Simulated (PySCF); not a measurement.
## Electron correlation in Cu (copper, neutral)

[Ar] 3d9 4s1 5s1, high-spin 4D determinant (an excited configuration). All numbers are calculated (PySCF 2.14, scalar relativity by spin-free X2C-1e, in aug-cc-pwCVTZ-DK (10s9p7d4f3g, 127 functions)). Frozen: [Ar]; 11 electrons correlated.

MP2 pair energies summed by pair of shells (mhartree):

```
 pair   energy  share (%)
3d-3d  -379.52       91.7
3d-4s   -30.17        7.3
3d-5s    -2.43        0.6
4s-5s    -1.88        0.5
```

Total MP2 correlation energy: -413.99 mhartree.

Same-spin part -152.71 and opposite-spin part -261.28 mhartree; SCS-MP2 scales them by 1/3 and 6/5 to -364.44 mhartree.
